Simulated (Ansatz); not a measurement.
Species: C$_{3}$H$_{13}$NSi$_{2}$, net charge 0, singlet state. 
Geometry from a B3LYP-D3(BJ)/def2-TZVP (Ansatz, an electronic-structure program) optimisation:
SMILES: C[SiH2][SiH2]N(C)C
```xyz
19

C      2.2208     1.5154     0.0924
Si     1.7999    -0.1259    -0.7283
Si    -0.0813    -1.1030     0.2771
N     -1.3704     0.0498     0.3444
C     -2.4544    -0.1009     1.2985
C     -1.7474     0.8224    -0.8243
H      1.3770     2.2039     0.0234
H      2.4458     1.3693     1.1503
H      3.0858     1.9848    -0.3790
H      2.9429    -1.0706    -0.6147
H      1.5577     0.0884    -2.1807
H      0.2166    -1.4829     1.6825
H     -0.4237    -2.3740    -0.4353
H     -2.8211     0.8818     1.6159
H     -3.3090    -0.6545     0.8823
H     -2.1085    -0.6317     2.1856
H     -2.0968     1.8179    -0.5284
H     -2.5533     0.3476    -1.4027
H     -0.8956     0.9538    -1.4930
```
Charge 0, spin multiplicity 1.

Basis-set convergence of Hartree-Fock and CCSD(T) correlation energies (hartree) with Ansatz. Correlated levels leave the core frozen unless marked. No spin-orbit coupling. No relativistic terms.

```tsv
basis	functions	E(HF)	E(corr, CCSD(T))
cc-pV(D+d)Z	167	-753.51382	-0.93131
cc-pV(T+d)Z	380	___	___
```

### Question
Some entries are withheld; supply them.

### Answer

- cc-pV(T+d)Z, E(HF): -753.59339
- cc-pV(T+d)Z, E(corr, CCSD(T)): -1.12194
